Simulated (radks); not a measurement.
The selenium ion Se+, configuration [Ar] 3d10 4s2 4p3.

All-electron calculation, Dirac Kohn-Sham, Slater X-alpha with alpha = 0.723, spin-unpolarised, spherical densities, point nucleus; open shells fill j = l - 1/2 first. Program: a radial shooting solver on a logarithmic mesh with Libxc functionals.

Energy parts (hartree):
| part | energy |
|---|---|
| total | -2430.41258 |
| kinetic | 2490.08743 |
| electron-nucleus | -5858.88894 |
| Hartree | 1026.81307 |
| exchange | -88.42414 |

Orbitals (lengths in bohr, moments of r in powers of bohr; r(90%) holds 90 % of the orbital's charge):
| orbital | occ. | eigenvalue (hartree) | r(90%) |
|---|---|---|---|
| 1s1/2 | 2 | -459.7797 | 0.0789 |
| 2s1/2 | 2 | -59.49537 | 0.303 |
| 2p1/2 | 2 | -53.50228 | 0.276 |
| 2p3/2 | 4 | -51.96372 | 0.281 |
| 3s1/2 | 2 | -8.21990 | 0.856 |
| 3p1/2 | 2 | -6.16112 | 0.891 |
| 3p3/2 | 4 | -5.94348 | 0.907 |
| 3d3/2 | 4 | -2.37291 | 1.04 |
| 3d5/2 | 6 | -2.33953 | 1.04 |
| 4s1/2 | 2 | -0.97042 | 2.58 |
| 4p1/2 | 2 | -0.55858 | 3.18 |
| 4p3/2 | 1 | -0.54179 | 3.24 |

The highest occupied level is 4p3/2 at -14.743 eV. Summed over all electrons, <r^2> = 30.69 bohr^2, which gives a Langevin (diamagnetic) susceptibility term of -24.3 x 10^-6 cm^3/mol. For comparison, the ionisation energy in NIST's Atomic Spectra Database is 21.20 eV (measured). In exact Kohn-Sham theory the highest level is minus the ionisation energy, but local and semilocal functionals leave it too shallow, through self-interaction and a potential that decays too fast; potentials with the right tail come closer. The density falls to 0.001 e/bohr^3 at r = 3.89 bohr.

Beside tabulated values, note that spin-unpolarised runs miss the spin-polarisation part of the exchange energy of open shells.
